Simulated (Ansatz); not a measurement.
Job for Ansatz (a quantum-chemistry and plane-wave program): R-wB97X-V/def2-TZVPPD on HCl (SMILES Cl) with ghost functions, monomers drawn apart or pushed together. Files ending in .json are basis or fitting sets from the Basis Set Exchange.

Ansatz 0.2 input:
```yaml
crystal:
  periodic: [false, false, false]
  atoms:
    - {symbol: Cl, position_ang: [1.20790380, 0.53037820, 0.65711566]}
    - {symbol: H, position_ang: [0.72764192, 0.27999148, 1.82364411]}
basis:
  gaussian:
    orbitals: def2-TZVPPD.json
    ghost_atoms:
      - {symbol: As, position_ang: [-1.23193546, -0.74509890, 6.63330802]}
      - {symbol: H, position_ang: [-1.80561435, 0.30522029, 5.68635694]}
      - {symbol: H, position_ang: [-1.13178023, -1.78036301, 5.51653182]}
      - {symbol: H, position_ang: [0.19639184, -0.26414709, 6.39365078]}
hamiltonian:
  xc: {name: wB97X-V}
scf: {lower_state_search: off}
```

Output:

```
WARN ansatz: RAYON_NUM_THREADS=1 ignored (pool sized by the plan → 1); use --threads N
Functional definition: wB97X-V
these checks for a lower state are left out or cut short: stability, starts, cluster_reference, orbital_swaps, neighbouring_geometries, increment
integrals: 0.10 GiB planned
941 factors; their error is unknown
integrals: 0.13 GiB planned
222 factors; integrals over basis functions are off by at most 5.1e-5 eV
mean field: 0.72 GiB planned
mean field evaluation 1: about -12537.3078 eV, gradient 1.0e1 eV
mean field evaluation 2: about -12537.5470 eV, gradient 6.8e0 eV
mean field evaluation 4: about -12537.6252 eV, gradient 1.7e-1 eV
mean field evaluation 8: about -12537.6480 eV, gradient 2.4e-2 eV
mean field evaluation 16: about -12537.6480 eV, gradient 2.0e-6 eV
mean field -12537.64796181 eV, -460.7500642733 hartree, gradient 2.0e-6 eV, S^2 0.000000; 0 other end points of the search recorded, 0 dependent functions left out
reference -12537.64795956 eV, -460.7500641909 hartree; 9, 9 occupied and 164, 164 virtual orbitals, 941 factors
Total energy: -12537.64795956 eV, -460.7500641909 hartree
Checks for a lower state left out: stability, starts, cluster_reference, orbital_swaps, neighbouring_geometries, increment
```

Self-consistency was reached.

Cost: very roughly 2.6 core-seconds.
